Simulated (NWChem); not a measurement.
Atomisation of CHF2

```xyz
4

F      0.2310    -0.0759     1.1045
C     -0.4429     0.2443     0.0000
F      0.2310    -0.0759    -1.1045
H     -1.4999    -0.1001     0.0000
```
Charge 0, spin multiplicity 2.

The numbers come from NWChem runs, not from measurements. The geometry was optimised at UPBE/def2-SVP, a minimum by its harmonic frequencies.

Basis set: def2-TZVP. The atomisation energy is electronic alone: no zero-point, thermal, spin-orbit or counterpoise terms. No value is extrapolated to the basis-set limit. Free atoms are single determinants with multiplicities F 2, C 3, H 2. Correlated methods freeze the same cores in atoms and molecule, 3 orbitals in all.

```csv
method,atomisation energy (kcal/mol)
PBE0,332.1
LDA (SVWN5),403.2
r2SCAN,334.8
CAM-B3LYP,333.0
HF,223.7
M06-2X,330.3
B3LYP,328.3
PBE,348.1
MP2,330.6
```

The values span 179.5 kcal/mol, from HF (lowest) to LDA (SVWN5) (highest). 

B3LYP has NWChem's definition, with VWN1-RPA local correlation. The structure started from a generated list of species. The unpaired electrons of the parent sit in orbitals of symmetry a' (Cs labels of the run); other states weren't searched. The stability of the SCF solutions was not checked. Open-shell Hartree-Fock references start from PBE0 orbitals.
